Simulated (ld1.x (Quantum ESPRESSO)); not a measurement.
**Mo (Z = 42), TM: configuration errors across variants**

| Quantity | Value |
| --- | --- |
| Element | Mo |
| Generator | ld1.x (Quantum ESPRESSO) 7.5 |
| Type | norm-conserving Troullier–Martins (Kleinman–Bylander form) |
| Functional | PBE |
| Relativity | scalar-relativistic |
| Frozen core | [Kr] |
| Valence charge | 6 |
| Reference configuration | 4d4 5s0 5p0 (charge +2) |
| Partial waves | 5p (bound, empty): rc 3.30 bohr; 4d (bound): rc 2.50 bohr; 5s (bound, empty): rc 2.85 bohr |
| Local potential | the s channel |
| Core correction | a·sin(br)/r model core inside 1.20 bohr |

All-electron excitation energies from the reference (eV): (1) 4d5 5s1 5p0 -22.352; (2) 4d5 5s0 5p0 -15.462; (3) 4d3 5s0 5p0 26.744; (4) 4d5.5 5s0.5 5p0 -22.072; (5) 4d4 5s2 5p0 -22.153; (6) 4d4 5s1 5p0 -14.288; (7) 4d2 5s0 5p0 66.248.

1 further variants failed, have other tests or too few solved ones, and are left out.

Errors AE − PS in meV (a dash: test not solved or not reliable):

| change | (1) | (2) | (3) | (4) | (5) | (6) | (7) | bound ghosts |
| --- | --- | --- | --- | --- | --- | --- | --- | --- |
| base | -100 | -134 | -219 | -199 | -30 | -11 | -954 | none |
| wave 5s (bound): rc 2.85 bohr becomes 5s (bound): rc 3.46 bohr | -100 | -130 | -221 | -190 | -24 | -15 | -963 | none |
| core correction a·sin(br)/r model core inside 1.74 bohr | -100 | -130 | -207 | -196 | -27 | -10 | -879 | none |
| wave 5p (bound): rc 3.30 bohr becomes 5p (bound): rc 4.32 bohr | -100 | -134 | -219 | -199 | -30 | -11 | -954 | none |
| type PAW; waves now 5s (bound): rcut 2.50, rcutus 2.85 bohr; 5s channel at 1.65 Ry: rcut 2.50, rcutus 2.85 bohr; 5p (bound): rcut 2.85, rcutus 3.30 bohr; 5p channel at 4.25 Ry: rcut 2.85, rcutus 3.30 bohr; 4d (bound): rcut 2.15, rcutus 2.50 bohr; 4d channel at -1.1 Ry: rcut 2.15, rcutus 2.50 bohr; local potential all-electron potential smoothed inside 1.95 bohr (lloc = -2); augmentation BESSEL, radius 2.05 bohr | -61 | -78 | -184 | -106 | -3.7 | -1.8 | -963 | none |
| wave 4d (bound): rc 2.50 bohr becomes 4d (bound): rc 3.00 bohr | -104 | -113 | -153 | -187 | -38 | -15 | -592 | none |
| all radii but the core radius scaled by about 1.26 (s 3.60, p 4.18, d 3.16 bohr) | -108 | -90 | -106 | -163 | -49 | -30 | -343 | none |
| core correction a·sin(br)/r model core inside 1.54 bohr | -101 | -133 | -216 | -198 | -29 | -11 | -933 | none |

Task: Give the same row for: all radii but the core radius scaled by about 1.18 (s 3.38, p 3.90, d 2.96 bohr).

Result: -103, -109, -154, -178, -33, -18, -596; bound ghosts: none.
